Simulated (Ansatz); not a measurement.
Start from `NC[S][AlH2]` and change one atom or group to get `CCC[S][AlH2]`.

Ansatz, PBE0-D4/def2-TZVP geometries, multiplicity 1. Each molecule was computed in one conformer, which needn't be the lowest.

```
                                      property  `NC[S][AlH2]`
       HOMO–LUMO gap (ωB97M-V/def2-TZVPP) / eV           9.71
            LUMO energy (PBE0/def2-TZVPP) / eV          -1.29
             HOMO energy (PBE/def2-TZVPP) / eV          -5.75
size of the dipole moment (PBE/def2-TZVPP) / D           2.36
             LUMO energy (PBE/def2-TZVPP) / eV          -2.02
            HOMO energy (PBE0/def2-TZVPP) / eV          -7.13
```

**Question.** Give the same properties after the change, and the shifts. (Estimate.)

**Answer.** Computed: 
| property | `CCC[S][AlH2]` | shift |
| --- | --- | --- |
| HOMO–LUMO gap (ωB97M-V/def2-TZVPP) / eV | 9.68 | -0.03 |
| LUMO energy (PBE0/def2-TZVPP) / eV | -1.27 | 0.02 |
| HOMO energy (PBE/def2-TZVPP) / eV | -6.05 | -0.30 |
| size of the dipole moment (PBE/def2-TZVPP) / D | 1.66 | -0.70 |
| LUMO energy (PBE/def2-TZVPP) / eV | -2.01 | 0.01 |
| HOMO energy (PBE0/def2-TZVPP) / eV | -7.17 | -0.04 |

Dipoles are sizes alone; their direction can turn.
